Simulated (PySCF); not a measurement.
C₆H₁₅NSi.
Atom-mapped SMILES: `[CH3:1][CH:2]([CH3:3])[C@@H:4]1[CH2:5][CH2:6][NH:7][SiH2:8]1`

Structure used (PBE0-D3(BJ)/def2-SVP), in Å, numbered top down from 1:
```
atom  x, y, z in Å
C1     2.095   -1.140    0.531
C2     1.335    0.005   -0.132
C3     2.044    1.333    0.110
C4    -0.125    0.071    0.326
C5    -0.956   -1.195    0.060
C6    -2.442   -0.867    0.199
N7    -2.646    0.421   -0.437
Si8   -1.218    1.403   -0.477
H9     1.644   -2.118    0.308
H10    2.105   -1.018    1.628
H11    3.142   -1.173    0.190
H12    1.329   -0.181   -1.223
H13    1.552    2.163   -0.422
H14    3.091    1.299   -0.229
H15    2.050    1.584    1.184
H16   -0.140    0.281    1.415
H17   -0.763   -1.532   -0.974
H18   -0.677   -2.027    0.728
H19   -3.052   -1.654   -0.278
H20   -2.722   -0.859    1.274
H21   -3.602    0.731   -0.549
H22   -1.316    2.680    0.304
H23   -0.772    1.790   -1.858
```

NICS = −σ at a ghost point: NICS(0) at the centroid of the ring atoms, NICS(1) 1 Å to either side along the normal of their mean plane, zz for the tensor component along that normal. Level: GIAO PBE0/pcSseg-1 (PySCF, non-relativistic, gas phase) on the PBE0-D3(BJ)/def2-SVP geometry, one conformer.

Ring bond lengths (Å), with Mayer bond orders in brackets: C4–C5 1.538 (1.00), C5–C6 1.528 (1.05), C6–N7 1.451 (0.96), N7–Si8 1.734 (1.01), Si8–C4 1.900 (0.88).

What do the NICS probes read (ppm)?

```
           ring                                                    type  NICS(0)  NICS(1), two faces  NICS(1)zz, two faces  rms pucker (Å)  centre to ring atoms, mean (Å)
C4–C5–C6–N7–Si8  5-membered ring with N and Si; formal bonds all single     -6.6         -3.2 / -3.6           -2.4 / -1.9            0.17                            1.36
```

What do they say, and how far can they be read as aromaticity?

- C4–C5–C6–N7–Si8: mean NICS(1)zz -2.2 ppm, near zero. C4, C5, C6, Si8 have four or more neighbours; no verdict on aromaticity is drawn.

How shielded are the nuclei of the rings and their hydrogens (means over atoms taken as equivalent)?

```tsv
atoms	environment	σ isotropic (ppm)
C4	sp3 carbon bound to silicon	150.1
C5	ring CH2 carbon	149.6
C6	sp3 carbon bound to nitrogen	135.4
N7	silicon-bound nitrogen	242.1
Si8	SiH2 silicon	372.3
H16	methine hydrogen	30.58
H17	methylene hydrogen	29.93
H18	methylene hydrogen	29.35
H19	methylene hydrogen	28.06
H20	methylene hydrogen	28.24
H21	N–H hydrogen	31.40
H22	Si–H hydrogen	26.37
H23	Si–H hydrogen	26.53
```

How do the values depend on the level or the medium?

```tsv
level	NICS(0), C4–C5–C6–N7–Si8	mean NICS(1)zz, C4–C5–C6–N7–Si8
PBE0/pcSseg-1, gas	-6.6	-2.2
PBE0/pcSseg-1, IEF-PCM chloroform	-6.6	-2.2
PBE0/pcSseg-1, IEF-PCM dichloromethane	-6.6	-2.2
```

The geometry is the same throughout; the continuum's cavity takes Bondi-type radii × 1.2.
